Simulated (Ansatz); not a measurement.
One change: `NC[SiH2]S[SiH3]` becomes `B[SiH2]CN`.

Ansatz, PBE0-D4/def2-TZVP geometries, multiplicity 1. Each molecule was computed in one conformer, which needn't be the lowest.

```json
{"property": "size of the dipole moment (PBE/def2-TZVPP) / D", "`NC[SiH2]S[SiH3]`": "0.68"}
{"property": "LUMO energy (PBE/def2-TZVPP) / eV", "`NC[SiH2]S[SiH3]`": "-0.95"}
{"property": "size of the dipole moment (B3LYP/def2-TZVPP) / D", "`NC[SiH2]S[SiH3]`": "0.78"}
{"property": "HOMO energy (ωB97M-V/def2-TZVPP) / eV", "`NC[SiH2]S[SiH3]`": "-8.98"}
{"property": "LUMO energy (PBE0/def2-TZVPP) / eV", "`NC[SiH2]S[SiH3]`": "-0.10"}
{"property": "HOMO–LUMO gap (PBE/def2-TZVPP) / eV", "`NC[SiH2]S[SiH3]`": "4.38"}
```

Problem. What does the change do to each property? (Estimate.)

Solution. Ansatz gave: 
```
                                        property  `B[SiH2]CN`  shift
  size of the dipole moment (PBE/def2-TZVPP) / D         1.55   0.87
               LUMO energy (PBE/def2-TZVPP) / eV        -3.34  -2.39
size of the dipole moment (B3LYP/def2-TZVPP) / D         1.54   0.76
           HOMO energy (ωB97M-V/def2-TZVPP) / eV        -9.27  -0.29
              LUMO energy (PBE0/def2-TZVPP) / eV        -2.34  -2.24
             HOMO–LUMO gap (PBE/def2-TZVPP) / eV         2.10  -2.28
```

With PBE0 the HOMO falls by 0.20 eV and the LUMO falls by 2.24 eV, so the gap narrows by about 2.04 eV. PBE moves the HOMO by -0.10 eV and ωB97M-V by -0.29 eV. Dipoles are sizes alone; their direction can turn.

B3LYP here is the variant with VWN-RPA as its local correlation; programs differ in this.
